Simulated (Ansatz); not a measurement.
Input for Ansatz (a first-principles code): U-CCSD(T)/aug-cc-pVQZ on O2 (SMILES O=O).

Ansatz 0.2 input:
```yaml
crystal:
  periodic: [false, false, false]
  atoms:
    - {symbol: O, position_ang: [0.00000000, -0.00000000, 0.60215214]}
    - {symbol: O, position_ang: [-0.00000000, 0.00000000, -0.60215214]}
basis:
  gaussian:
    orbitals: aug-cc-pVQZ
magnetization: {spin_polarized: true, initial_magnetization: 2}
correlation: {method: ccsd_t, electrons: outside_noble_gas}
scf: {omitted_lower_state_checks: [cluster_reference]}
```

Program output:

```
WARN ansatz: RAYON_NUM_THREADS=1 ignored (pool sized by the plan → 1); use --threads N
Functional definition: HF
these checks for a lower state are left out or cut short: cluster_reference
integrals: 0.70 GiB planned
993 factors; integrals over basis functions are off by at most 9.2e-4 eV
mean field: 0.43 GiB planned
mean field evaluation 1: about -4072.4596 eV, gradient 1.4e1 eV
mean field evaluation 2: about -4072.4610 eV, gradient 1.4e1 eV
mean field evaluation 4: about -4073.2265 eV, gradient 1.6e0 eV
mean field evaluation 8: about -4073.2459 eV, gradient 1.8e-4 eV
mean field evaluation 16: about -4073.2452 eV, gradient 1.1e-1 eV
mean field -4073.24590511 eV, -149.6890260677 hartree, gradient 7.8e-7 eV, S^2 2.048570; 2 other end points of the search recorded, 0 dependent functions left out
2 core orbitals not correlated
reference -4073.24590511 eV, -149.6890260677 hartree; 7, 5 occupied and 151, 153 virtual orbitals, 993 factors
second order -12.82043292 eV of doubles, -0.00000000 eV of singles
coupled cluster: 1.88 GiB planned
cycle   1  -12.28761177 eV  change    5.3e-1 eV  update   8.5e-2
cycle   2  -12.70510960 eV  change   -4.2e-1 eV  update   2.6e-2
cycle   3  -12.77180991 eV  change   -6.7e-2 eV  update   1.2e-2
cycle   4  -12.76710257 eV  change    4.7e-3 eV  update   2.2e-3
cycle   5  -12.76659622 eV  change    5.1e-4 eV  update   6.7e-4
cycle   6  -12.76668823 eV  change   -9.2e-5 eV  update   1.8e-4
cycle   7  -12.76676994 eV  change   -8.2e-5 eV  update   4.4e-5
cycle   8  -12.76679459 eV  change   -2.5e-5 eV  update   1.1e-5
cycle   9  -12.76678614 eV  change    8.4e-6 eV  update   2.8e-6
perturbative correction -0.55687180 eV, -0.0204646612 hartree
Total energy: -4086.56956306 eV, -150.1786614661 hartree
Checks for a lower state left out: cluster_reference
```

The run converged.

Cost: roughly 21 core-seconds.
